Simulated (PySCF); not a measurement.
# Structure from NMR data

Molecular formula: C₇H₅FO. Simulated spectra:

1H NMR (600 MHz, computed): δ 9.59 (s, 1H), 7.78 (dd, J = 8.7, 1.2 Hz, 1H), 7.31 (td, J = 8.9, 4.8 Hz, 1H), 7.05 (ddd, J = 9.1, 8.5, 2.4 Hz, 1H), 6.95 (ddd, J = 8.2, 2.4, 1.2 Hz, 1H).

13C{1H} NMR (computed): δ 176.4 (CH), 159.6 (C, d, J = 318.1 Hz), 130.0 (C, d, J = 2.4 Hz), 123.8 (CH, d, J = 4.7 Hz), 115.7 (CH), 115.4 (CH, d, J = 19.3 Hz), 113.2 (CH, d, J = 18.4 Hz).

PySCF 2.14.0 with density-fitted response routines calculation with shieldings: GIAO KT3/pcSseg-1, PBE0-D3(BJ)/def2-SVP geometry and B3LYP/pcJ-1 coupling constants (spin–dipole term only in couplings to heteroatoms); a single conformation, non-relativistic Hamiltonian, isolated molecule.

Chemical shifts δ = σref − σ; 1H, 13C against TMS, all at this level.

Q: Propose a structure and justify it.

A: 
Rings plus π bonds: 5 (1 ring in the answer). 7 carbon signals for 7 carbons: no two carbons are equivalent. Carbon types of the structure: 2 × C, 5 × CH, which accounts for all hydrogens. δC 176.4: aldehyde carbonyl carbon; the double bond to the heteroatom, with no lone-pair donor beside it, deshields it most. δC 159.6: aromatic carbon bearing fluorine; σ withdrawal by the attached heteroatom moves it downfield of the ring CH carbons. δC 130.0: substituted aromatic carbon. δC 123.8, 115.7, 115.4, 113.2: aromatic CH. δH 9.59: hydrogen on an aldehyde carbonyl carbon; the formyl region, downfield of aromatic protons. δH 7.78, 7.31, 7.05, 6.95: hydrogen on an aromatic CH. The protons at 7.31 and 7.05 share a coupling of 9.1 Hz (vicinal, an ortho-type coupling). The protons at 7.78 and 7.31 share a coupling of 8.7 Hz (vicinal, an ortho-type coupling).

Structure: 3-formyl-1-fluorobenzene (C(=O)c1cccc(F)c1).

The data come from this structure; uniqueness wasn't tested.

C–F couplings over four or more bonds (about 3 Hz to the para carbon of a fluoroarene) are left out. Common functionals overestimate the size of one-bond C–F couplings by tens of Hz; these are unscaled. Multiplet labels drop couplings under 1 Hz and merge nearly equal ones. Unscaled 3J(H,H) at this level run about 10 % above measured values. Shifts are as computed, not scaled to solution data. Of 1211 compounds with measured shifts, 218 miss one by over three times the rms of a fit or turn the order of signals round; such compounds aren't used in these exercises.
